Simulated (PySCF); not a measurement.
C8H7N, SMILES Cc1cccc(C#N)c1, singlet, GFN2-xTB optimised geometry.

```
16

C      2.18    -1.37     1.57
C      1.44    -0.36     0.75
C      2.12     0.59     0.01
C      1.44     1.54    -0.74
C      0.06     1.56    -0.75
C     -0.64     0.60     0.00
C     -2.05     0.60     0.00
N     -3.20     0.61     0.00
C      0.05    -0.35     0.75
H      1.64    -2.31     1.62
H      2.30    -1.01     2.59
H      3.17    -1.56     1.16
H      3.20     0.59     0.01
H      1.99     2.27    -1.31
H     -0.49     2.29    -1.32
H     -0.50    -1.08     1.32
```

Density from B3LYP/def2-TZVP run with PySCF at that geometry.

Minimum of the electron density along straight lines between bonded atoms, close to the bond critical point (lines longer than 1.1 times the sum of covalent radii, or with two minima, are not listed):

```tsv
bond	length / Å	ρ at the minimum / e bohr⁻³	∇²ρ there / e bohr⁻⁵	position (fraction from the first atom)
C1–C2	1.497	___	___	0.49
C2–C3	1.391	0.322	-0.96	0.50
C3–C4	1.385	0.324	-0.98	0.50
C4–C5	1.381	0.326	-0.99	0.50
C5–C6	1.395	0.317	-0.94	0.49
C6–C7	1.414	0.297	-0.90	0.46
C7–N8	1.147	0.504	___	0.35
C2–C9	1.387	0.324	-0.97	0.50
C6–C9	1.394	0.318	-0.94	0.51
C1–H10	1.088	0.281	-0.97	0.64
C1–H11	1.091	0.278	-0.95	0.64
C1–H12	1.087	0.282	-0.97	0.64
C3–H13	1.081	0.289	-1.04	0.64
C4–H14	1.080	0.290	-1.05	0.65
C5–H15	1.080	0.291	-1.05	0.65
C9–H16	1.081	0.290	-1.04	0.65
```

Problem. Complete the blanks.

Solution. 
- C1–C2, ρ at the minimum / e bohr⁻³: 0.262
- C1–C2, ∇²ρ there / e bohr⁻⁵: -0.70
- C7–N8, ∇²ρ there / e bohr⁻⁵: -0.22
